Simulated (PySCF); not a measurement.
**A small calculation by hand: entropy of an ideal gas**

Si(H)(Me)(SH)2 (CH6S2Si), SMILES C[SiH](S)S.

Geometry: B3LYP-D3(BJ)/def2-SVP. One conformer was computed; it need not be the lowest.

B3LYP-D3(BJ)/def2-SVP in PySCF gives the harmonic wavenumbers 123, 146, 161, 181, 221, 244, 457, 524, 642, 686, 716, 754, 798, 857, 901, 1271, 1429, 1431, 2209, 2657, 2672, 3032, 3125, 3135 cm⁻¹ and the rotational temperatures 0.1911, 0.1099, 0.0769 K. The molar mass is 110.26 g/mol, the symmetry number 1, the spin multiplicity 1.

### Question
Work out the entropy at 298.15 K and 1 atm in the rigid-rotor, harmonic-oscillator model.

### Answer

Translation (Sackur–Tetrode at 1 atm): S = R[1.5 ln M + 2.5 ln T − 1.16487] = 167.4 J/(mol K).
Rotation: q = (√π/σ) T^1.5/√(θA θB θC) = 227000, S = R[ln q + 3/2] = 115.0 J/(mol K).
Vibration: with u = 1.4388 ν/T, each mode gives R[u/(e^u − 1) − ln(1 − e^−u)]:
| ν (cm⁻¹) | modes | u | S (J/(mol K)) |
|---|---|---|---|
| 123 | 1 | 0.59 | 12.77 |
| 146 | 1 | 0.70 | 11.40 |
| 161 | 1 | 0.78 | 10.62 |
| 181 | 1 | 0.87 | 9.70 |
| 221 | 1 | 1.07 | 8.16 |
| 244 | 1 | 1.18 | 7.42 |
| 457 | 1 | 2.21 | 3.24 |
| 524 | 1 | 2.53 | 2.51 |
| 642 | 1 | 3.10 | 1.60 |
| 686 | 1 | 3.31 | 1.35 |
| 716 | 1 | 3.46 | 1.20 |
| 754 | 1 | 3.64 | 1.04 |
| 798 | 1 | 3.85 | 0.87 |
| 857 | 1 | 4.14 | 0.69 |
| 901 | 1 | 4.35 | 0.58 |
| 1271 | 1 | 6.13 | 0.13 |
| 1429 | 1 | 6.90 | 0.07 |
| 1431 | 1 | 6.91 | 0.07 |
The stiffer modes add less than 0.005 each. Sum 73.4 J/(mol K).
Spin: R ln 1 = 0.0 J/(mol K).
Total 355.8 J/(mol K); the program's own thermochemistry gives 355.8. Translation makes up 47 % and vibration 21 %. Anharmonicity, hindered rotation and orbital degeneracy are left out.
